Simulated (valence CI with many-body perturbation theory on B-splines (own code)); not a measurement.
# Mn⁴⁺: electric-dipole lines

Method: configuration interaction combined with many-body perturbation theory (CI+MBPT): three valence electrons over a frozen Dirac-Fock core [Ar], radial functions for each j: 9 s, 9 p, 10 d, 8 f, 5 g, 3 h, 1 i, with the one-electron correlation potential Σ1, the two-electron term Σ2, the three-electron term Σ3, Breit, model QED; selected CI, second order for the rest, scaled by the run's own slope (own B-spline code, finite nucleus).

Set against measurement, 62 paired levels are off by 835 cm⁻¹ on average, the worst by 1518. These come from a selection out of Corliss and Sugar, J. Phys. Chem. Ref. Data 6, 1253 (1977). Levels without a partner in it may be off by more, other configurations by 1,000 to 8,000 cm⁻¹.

Lines 51 to 100 of 266 in falling wavelength, among levels below 270780 cm⁻¹, chosen from the strongest by gf and those to the six lowest levels. Wavelengths and rates use the calculated energies, so an error of 800 cm⁻¹ moves a line at 1497 Å by 1.2 % and its rate by three times that or more. Electric multipoles are in the length gauge, E1 and E2 with the static RPA response of the core. Weak lines are less certain than strong ones. Lines between different terms over intervals too small for the method are left out, as are lines whose strength nearly cancels. Where a level lies close to another of its J and parity, the split of strength between their lines is uncertain. The highest levels of a list are the least certain.

Names give the largest LS component (configuration and term), which can be under half, so a name can repeat, a term be missing and a line seem to break the LS rules; names also repeat where a configuration has a term twice. Letters in brackets count levels of one name in rising energy.

```csv
λ vac (Å),λ from measured levels,Upper,Lower,A (s⁻¹),S (a.u.)
1498,,3d²4p ²F°_7/2 [b],3d²4s ²D_5/2,7.00e+08,9.29e+00
1497,1499,3d²4p ⁴F°_5/2,3d²4s ⁴F_3/2,1.64e+08,1.63e+00
1495,,3d²4p ⁴D°_5/2 [b],3d²4s ⁴P_3/2,4.46e+08,4.41e+00
1495,1491,3d²4p ²G°_9/2 [a],3d²4s ²F_7/2,7.76e+08,1.28e+01
1490,,3d²4p ⁴D°_3/2 [b],3d²4s ²D_3/2,1.46e+08,9.54e-01
1490,1491,3d²4p ⁴F°_7/2,3d²4s ⁴F_5/2,2.37e+08,3.10e+00
1487,1483,3d²4p ²G°_7/2 [a],3d²4s ²F_5/2,7.55e+08,9.80e+00
1485,1487,3d²4p ⁴F°_9/2,3d²4s ⁴F_7/2,2.21e+08,3.58e+00
1484,,3d²4p ⁴D°_7/2 [b],3d²4s ⁴P_5/2,7.52e+08,9.69e+00
1483,,3d²4p ²D°_5/2 [b],3d²4s ⁴P_5/2,1.33e+08,1.29e+00
1483,,3d²4p ²D°_3/2 [b],3d²4s ⁴P_3/2,1.63e+08,1.05e+00
1479,,3d²4p ²H°_9/2,3d²4s ²G_7/2,8.20e+08,1.31e+01
1478,1479,3d²4p ²F°_5/2 [a],3d²4s ⁴F_7/2,5.36e+07,5.12e-01
1475,1476,3d²4p ²F°_7/2 [a],3d²4s ⁴F_9/2,1.92e+08,2.44e+00
1471,,3d²4p ⁴D°_5/2 [b],3d²4s ²D_5/2,1.64e+08,1.55e+00
1470,,3d²4p ²D°_5/2 [b],3d²4s ⁴P_3/2,4.65e+07,4.37e-01
1464,,3d²4p ²D°_3/2 [b],3d²4s ²D_3/2,5.90e+08,3.66e+00
1458,1459,3d²4p ²F°_5/2 [a],3d²4s ⁴F_3/2,6.94e+07,6.37e-01
1452,,3d²4p ²D°_5/2 [c],3d²4s ²P_3/2,7.08e+08,6.42e+00
1452,,3d²4p ²D°_3/2 [c],3d²4s ²P_3/2,6.21e+07,3.75e-01
1451,,3d²4p ²D°_5/2 [b],3d²4s ²D_3/2,1.78e+08,1.61e+00
1450,1453,3d²4p ²D°_3/2 [a],3d²4s ⁴F_5/2,2.50e+08,1.50e+00
1448,1449,3d²4p ²F°_7/2 [a],3d²4s ⁴F_5/2,3.20e+07,3.84e-01
1448,,3d²4p ⁴D°_7/2 [b],3d²4s ²D_5/2,4.35e+07,5.22e-01
1447,,3d²4p ²D°_5/2 [b],3d²4s ²D_5/2,4.51e+08,4.04e+00
1446,1449,3d²4p ⁴D°_5/2 [a],3d²4s ⁴F_7/2,4.21e+08,3.77e+00
1444,1446,3d²4p ⁴D°_7/2 [a],3d²4s ⁴F_9/2,5.08e+08,6.04e+00
1442,1445,3d²4p ²D°_3/2 [a],3d²4s ⁴F_3/2,2.30e+08,1.36e+00
1441,,3d²4p ²D°_3/2 [c],3d²4s ²P_1/2,6.85e+08,4.05e+00
1435,1437,3d²4p ⁴D°_5/2 [a],3d²4s ⁴F_5/2,1.99e+08,1.74e+00
1434,1437,3d²4p ⁴D°_1/2 [a],3d²4s ⁴F_3/2,8.77e+08,2.55e+00
1434,,3d²4p ⁴P°_3/2,3d²4s ⁴P_5/2,2.90e+08,1.69e+00
1430,1432,3d²4p ⁴D°_7/2 [a],3d²4s ⁴F_7/2,1.11e+08,1.28e+00
1428,,3d²4p ⁴P°_1/2,3d²4s ⁴P_3/2,6.61e+08,1.90e+00
1428,1431,3d²4p ⁴D°_3/2 [a],3d²4s ⁴F_5/2,3.76e+08,2.16e+00
1421,,3d²4p ⁴P°_3/2,3d²4s ⁴P_3/2,1.21e+08,6.86e-01
1421,,3d²4p ⁴P°_1/2,3d²4s ⁴P_1/2,1.64e+08,4.66e-01
1421,1424,3d²4p ²D°_5/2 [a],3d²4s ⁴F_7/2,1.39e+08,1.18e+00
1419,,3d²4p ⁴P°_5/2,3d²4s ⁴P_5/2,5.74e+08,4.86e+00
1415,,3d²4p ⁴P°_3/2,3d²4s ⁴P_1/2,4.40e+08,2.46e+00
1407,,3d²4p ⁴P°_5/2,3d²4s ⁴P_3/2,3.08e+08,2.54e+00
1316,,3d²4p ²D°_5/2 [c],3d²4s ²D_5/2,6.57e+07,4.44e-01
1308,1315,3d²4p ²F°_5/2 [b],3d²4s ²F_5/2,6.99e+07,4.63e-01
1307,1315,3d²4p ²F°_7/2 [b],3d²4s ²F_7/2,6.50e+07,5.74e-01
1235,1233,3d²4p ²G°_9/2 [b],3d²4s ²F_7/2,5.86e+07,5.45e-01
1221,1219,3d²4p ²G°_7/2 [b],3d²4s ²F_5/2,5.37e+07,3.86e-01
1180,1190,3d²4p ⁴D°_7/2 [b],3d²4s ⁴F_9/2,4.82e+07,3.13e-01
1167,1172,3d²4p ²D°_5/2 [c],3d²4s ²F_7/2,1.63e+08,7.66e-01
1152,1157,3d²4p ²D°_3/2 [c],3d²4s ²F_5/2,1.41e+08,4.24e-01
489.0,485.7,3d²4p ²F°_7/2 [a],3d³ ²F_7/2,2.73e+08,1.26e-01
```
